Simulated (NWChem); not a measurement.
# C$_{3}$HF$_{2}$NS; SMILES Fc1cnc(F)s1

```xyz
8

F     -0.1508     2.4755     0.0000
C      0.1364     1.1940     0.0000
C      1.3619     0.6079     0.0000
N      1.3331    -0.7649     0.0000
C      0.1312    -1.1883     0.0000
F     -0.2054    -2.4542     0.0000
S     -1.1400     0.0050     0.0000
H      2.3072     1.1506     0.0000
```
Atoms are numbered in this order, from 1.

Program: NWChem. Pople sets run with spherical d functions. STO-3G and 3-21G are far too small for this property and stand as cheap habits. The geometry was optimised at PBE0/def2-SVP. GIAO values for the isolated, static molecule; σ is the absolute isotropic shielding, δ = σ(reference) − σ with the isolated reference molecule computed at the same levels (13C: tetramethylsilane, 19F: trichlorofluoromethane, 1H: tetramethylsilane, 15N: ammonia).

```
level                                 δ F1 (ppm)  δ C3 (ppm)  δ N4 (ppm)  δ C5 (ppm)  δ F6 (ppm)  σ S7 (ppm)  δ H8 (ppm)
------------------------------------  ----------  ----------  ----------  ----------  ----------  ----------  ----------
LDA (Slater exchange, VWN5)/pcSseg-1      -160.4       121.4       312.7       163.9       -87.5       294.7        6.67
B3LYP/6-31G*                              -135.6       108.3       260.2       150.4       -67.6       380.5        6.36
PBE/pcSseg-1                          (withheld)  (withheld)  (withheld)  (withheld)  (withheld)  (withheld)  (withheld)
Hartree-Fock/STO-3G                        -10.8       111.5       240.9       146.6        16.5       596.2        6.73
```

### Question
Some entries are withheld; supply them.

### Answer

- PBE/pcSseg-1, δ F1 (ppm): -152.2
- PBE/pcSseg-1, δ C3 (ppm): 116.7
- PBE/pcSseg-1, δ N4 (ppm): 298.9
- PBE/pcSseg-1, δ C5 (ppm): 159.1
- PBE/pcSseg-1, δ F6 (ppm): -82.2
- PBE/pcSseg-1, σ S7 (ppm): 320.1
- PBE/pcSseg-1, δ H8 (ppm): 6.62
